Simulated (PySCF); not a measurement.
# Correlation energy of C⁺ (carbon, charge +1)

[He] 2s2 2p1, 2P determinant. Computed with PySCF 2.14 in x2c-SVPall, with scalar relativity by spin-free X2C-1e. Frozen: 1s2; 3 electrons correlated.

MP2 pair energies summed by pair of shells (mhartree):

```json
{"pair": "2s-2s", "energy": "-25.82", "share (%)": "61.8"}
{"pair": "2s-2p", "energy": "-15.99", "share (%)": "38.2"}
```

Total MP2 correlation energy: -41.80 mhartree.

Same-spin part -2.37 and opposite-spin part -39.43 mhartree; SCS-MP2 scales them by 1/3 and 6/5 to -48.11 mhartree.

```csv
level,correlation energy (mhartree)
CCSD,-66.64
(T),-0.74
CCSD(T),-67.38
```

Diagnostics: T1 = 0.0083, D1 = 0.0155, largest double amplitude 0.141.

Cost of the coupled-cluster step: 0.07 s of wall time on 1 thread of Neoverse-V2 (shared host), for 3 correlated electrons.

Iterations:

```
CC2 = 0
CCSD nocc = (np.int64(2), np.int64(1)), nmo = (13, 13)
frozen orbitals [[0], [0]]
max_cycle = 100
direct = 0
conv_tol = 1e-08
conv_tol_normt = 1e-06
diis_space = 8
diis_start_cycle = 0
Init t2, MP2 energy = -0.0418022334508685
Init E_corr(UCCSD) = -0.0418022334509141
cycle = 1  E_corr(UCCSD) = -0.0558487202126526  dE = -0.0140464868  norm(t1,t2) = 0.0563774
cycle = 2  E_corr(UCCSD) = -0.0614628461450401  dE = -0.00561412593  norm(t1,t2) = 0.027904
cycle = 3  E_corr(UCCSD) = -0.0667239687475174  dE = -0.0052611226  norm(t1,t2) = 0.0145723
cycle = 4  E_corr(UCCSD) = -0.066614592951244  dE = 0.000109375796  norm(t1,t2) = 0.00102701
cycle = 5  E_corr(UCCSD) = -0.0666504368748035  dE = -3.58439236e-05  norm(t1,t2) = 0.000162668
cycle = 6  E_corr(UCCSD) = -0.0666324971858622  dE = 1.79396889e-05  norm(t1,t2) = 4.29685e-05
cycle = 7  E_corr(UCCSD) = -0.0666393486547582  dE = -6.8514689e-06  norm(t1,t2) = 1.73401e-05
cycle = 8  E_corr(UCCSD) = -0.0666387407925478  dE = 6.0786221e-07  norm(t1,t2) = 2.52149e-06
cycle = 9  E_corr(UCCSD) = -0.0666386161552496  dE = 1.24637298e-07  norm(t1,t2) = 3.93179e-07
cycle = 10  E_corr(UCCSD) = -0.0666386275156024  dE = -1.13603528e-08  norm(t1,t2) = 3.4815e-08
cycle = 11  E_corr(UCCSD) = -0.0666386253809761  dE = 2.13462634e-09  norm(t1,t2) = 1.46711e-08
UCCSD converged
E(UCCSD) = -37.32579991923953  E_corr = -0.0666386253809761
UCCSD(T) correction = -0.000736191189753403
```
